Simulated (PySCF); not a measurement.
F$_{2}$O, singlet, geometry from GFN2-xTB. Base run: MP2/3-21G run with PySCF.

Here is a job for PySCF.
```python
from pyscf import gto, scf, mp

mol = gto.Mole()
mol.atom = '''
    F     0.018890    1.091872   -0.247236
    O    -0.022432   -0.002760    0.568977
    F     0.001050   -1.089418   -0.258521
'''
mol.basis = '3-21g'
mol.charge = 0
mol.spin = 0
mol.verbose = 4
mol.build()

mf = scf.RHF(mol)
mf.kernel()

pt = mp.MP2(mf, frozen=3)
pt.kernel()
print('E(MP2) = %.10f' % pt.e_tot)
mf.analyze()
```

Each row names what was changed in the base input (with any setting that the change needs).

| change | basis functions | E (Eh) | MP2 correlation (Eh) | SCF-reference HOMO (eV) | SCF-reference HOMO-LUMO gap (eV) | SCF-reference dipole (D) |
|---|---|---|---|---|---|---|
| base | 27 | -272.37219 | -0.36854 | -15.17 | 19.91 | 0.17 |
| basis = STO-3G | 15 | -269.88015 | -0.08344 | -10.85 | 21.61 | 0.25 |
| basis = 6-31G | 27 | -273.76297 | -0.38539 | -15.86 | 19.49 | 0.27 |
| basis = pcseg-0 | 27 | -273.03116 | -0.38798 | -15.78 | 19.70 | 0.23 |
| basis = pcseg-1 | 42 | -273.93734 | -0.57156 | -15.70 | 19.64 | 0.38 |
| basis = pc-1 | 42 | -273.93785 | -0.57097 | -15.69 | 19.64 | 0.39 |
| basis = 6-31G** | 42 | -273.97983 | -0.53279 | -15.25 | 19.97 | 0.26 |
| basis = 6-311G** | 54 | -274.14594 | -0.62022 | -15.57 | 19.86 | 0.33 |
| basis = 6-31+G* | 54 | -274.00352 | -0.54395 | -15.57 | 18.91 | 0.34 |
| basis = def2-SVPD | 69 | -273.83309 | -0.59520 | -15.76 | 18.63 | 0.30 |
| basis = aug-cc-pVDZ | 69 | -274.11136 | -0.61876 | -15.54 | 18.46 | 0.33 |
| basis = pcseg-2 | 90 | -274.29574 | -0.72983 | -15.49 | 19.49 | 0.34 |
| basis = cc-pVTZ | 90 | -274.31525 | -0.75164 | -15.40 | 19.82 | 0.32 |

Totals compare only among sets that treat the same electrons; sets with core potentials leave the core out.
